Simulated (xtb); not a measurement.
Sn(H)2(SiH3)2 (H₈Si₂Sn), SMILES [SiH3][SnH2][SiH3]. All values are semi-empirical tight-binding results from xtb (GFN2-xTB unless named), good for trends rather than for accurate numbers. Coordinates come from a GFN2-xTB optimisation. The structure was generated by enumeration; whether it is a known compound was not checked.

A frequency run showed that this geometry is not a minimum.

For metal compounds this method's bond lengths and energies can be far off.

Computed properties:
```json
{
  "orbital_gap": "3.74 eV"
}
```
